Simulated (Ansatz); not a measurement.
Ansatz (a first-principles code) input (B2PLYP/def2-TZVPD):

Ansatz 0.2 input:
```yaml
crystal:
  periodic: [false, false, false]
  atoms:
    - {symbol: C, position_ang: [-2.23665854, -1.37541813, -0.01355452]}
    - {symbol: C, position_ang: [-1.11275419, -0.37863325, -0.00332365]}
    - {symbol: C, position_ang: [-1.36910209, 1.00391150, 0.01235562]}
    - {symbol: C, position_ang: [-0.26507323, 1.80729295, 0.02043885]}
    - {symbol: C, position_ang: [1.02315905, 1.35475904, 0.01431880]}
    - {symbol: C, position_ang: [1.17461929, -0.04316847, -0.00144655]}
    - {symbol: C, position_ang: [2.53742781, -0.67525360, -0.00963672]}
    - {symbol: N, position_ang: [0.12719191, -0.86720577, -0.00980731]}
    - {symbol: H, position_ang: [-3.20938711, -0.88534018, -0.00727321]}
    - {symbol: H, position_ang: [-2.16608353, -2.00930769, -0.89913763]}
    - {symbol: H, position_ang: [-2.16464255, -2.02896240, 0.85750681]}
    - {symbol: H, position_ang: [-2.38381578, 1.37892909, 0.01738399]}
    - {symbol: H, position_ang: [1.88744811, 2.00535000, 0.02088915]}
    - {symbol: H, position_ang: [3.32845917, 0.07349629, -0.00190801]}
    - {symbol: H, position_ang: [2.65470541, -1.32215982, 0.86146175]}
    - {symbol: H, position_ang: [2.65326443, -1.30250511, -0.89518269]}
basis:
  gaussian:
    orbitals: def2-TZVPD
hamiltonian:
  xc: {name: B2PLYP}
magnetization: {spin_polarized: true, initial_magnetization: 1}
correlation: {electrons: outside_noble_gas}
```

Output:

```
Functional definition: B2PLYP
integrals: 1.68 GiB planned
2482 factors; integrals over basis functions are off by at most 8.1e-4 eV
0.64 GiB of the device are held for the grids
2.66 GiB of device memory are held for the factors and their scratch space
mean field: 4.44 GiB planned
mean field evaluation 1: about -8853.1636 eV, gradient 4.1e1 eV
mean field evaluation 2: about -8853.2535 eV, gradient 4.0e1 eV
mean field evaluation 4: about -8860.9273 eV, gradient 6.1e0 eV
mean field evaluation 8: about -8861.1267 eV, gradient 5.3e-1 eV
mean field evaluation 16: about -8861.1356 eV, gradient 2.2e-2 eV
mean field evaluation 32: about -8859.6495 eV, gradient 5.5e0 eV
mean field -8861.13560895 eV, -325.6407273356 hartree, gradient 4.2e-6 eV, S^2 0.770050; 2 other end points of the search recorded, 0 dependent functions left out
8 core orbitals not correlated
reference -8861.13582490 eV, -325.6407352716 hartree; 21, 20 occupied and 339, 340 virtual orbitals, 2482 factors
second order -42.52512539 eV of doubles, -0.00000000 eV of singles
Total energy: -8872.61760876 eV, -326.0626830456 hartree
```

It need not be the lowest isomer of its formula.
